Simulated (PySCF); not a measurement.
Two species compared at the same levels of theory.

First species: C3H6F2O.
Cartesian coordinates in Å at the PBE0-D3(BJ)/def2-SVP level; atoms count from 1:
```
atom  x, y, z in Å
C1    -1.7747   -0.2947    0.1402
C2    -0.3088   -0.4553   -0.1674
O3     0.3953    0.6180    0.4315
C4     1.7083    0.6743    0.1329
F5     2.3776   -0.3653    0.6849
F6     2.1961    1.7975    0.6575
H7    -1.9428   -0.3063    1.2268
H8    -2.1544    0.6583   -0.2561
H9    -2.3496   -1.1165   -0.3103
H10   -0.1317   -0.4510   -1.2610
H11    0.0752   -1.4138    0.2230
H12    1.9095    0.6548   -0.9579
```

Second species: bis(E-2-bromo-1-methyl-1-propenyl) selenide, C8H12Br2Se.
SMILES: `C/C(Br)=C(/C)[Se]/C(C)=C(\C)Br`

Levels: CAM-B3LYP/def2-SVPD for dipole moment, HOMO energy, LUMO energy, HOMO–LUMO gap, static isotropic polarisability and electronic spatial extent ⟨r²⟩ about the centre of nuclear charge; TDDFT CAM-B3LYP/def2-SVPD for lowest singlet excitation; TDA CAM-B3LYP/def2-SVPD for lowest triplet excitation (Tamm–Dancoff); PBE0-D3(BJ)/def2-SVP for rotational constant A and rotational constant C. Geometries: PBE0-D3(BJ)/def2-SVP. Each species is one conformer at its optimised geometry, gas phase, non-relativistic unless stated; the electronic structure was computed with PySCF and density fitting.

The conformers computed, where there is a choice (atom-mapped SMILES and torsion angles):
- `[CH3:1][CH2:2][O:3][CH:4]([F:5])[F:6]`: C1–C2–O3–C4 -174°, C2–O3–C4–F5 -68°
- `[CH3:1]/[C:2]([Br:3])=[C:4](/[CH3:5])[Se:6]/[C:7]([CH3:8])=[C:9](\[CH3:10])[Br:11]`: C2–C4–Se6–C7 -127°, C4–Se6–C7–C8 56°

**Question.** Which of the two has the higher HOMO energy, and by how much?

**Answer.** The second: -7.54 eV against -10.32 eV, a difference of 2.78 eV.

**Question.** Which of the two has the higher static isotropic polarisability, and by how much?

**Answer.** The second: 178.9 au against 45.8 au, a difference of 133.1 au.

**Question.** Which has the higher T1 energy?

**Answer.** The first: 8.19 eV against 3.73 eV, a difference of 4.46 eV.

**Question.** Which has the higher LUMO energy?

**Answer.** The first: 1.24 eV against 0.31 eV, a difference of 0.93 eV.

**Question.** Which has the higher rotational constant A?

**Answer.** The first: 8.229 GHz against 1.010 GHz, a difference of 7.219 GHz.

**Question.** Which has the higher HOMO–LUMO gap?

**Answer.** The first: 11.56 eV against 7.85 eV, a difference of 3.71 eV.

**Question.** Which has the higher S1 energy?

**Answer.** The first: 8.41 eV against 4.55 eV, a difference of 3.86 eV.

**Question.** Which of the two has the higher ⟨r²⟩, and by how much?

**Answer.** The second: 6252 bohr² against 684 bohr², a difference of 5568 bohr².

On the first: S1 lies 3.15 eV below the HOMO–LUMO gap; its leading configuration is HOMO→LUMO, weight 0.91. A dipole of 3.04 D is allowed in C1, and pure rotational transitions are dipole-allowed.

On the second: The dipole matches unit charges of opposite sign 0.15 Å apart (1 e·Å = 4.8032 D). A dipole of 0.72 D is allowed in C2, and pure rotational transitions are dipole-allowed. Relativistic effects, spin–orbit coupling among them, are left out although an element past zinc is present.
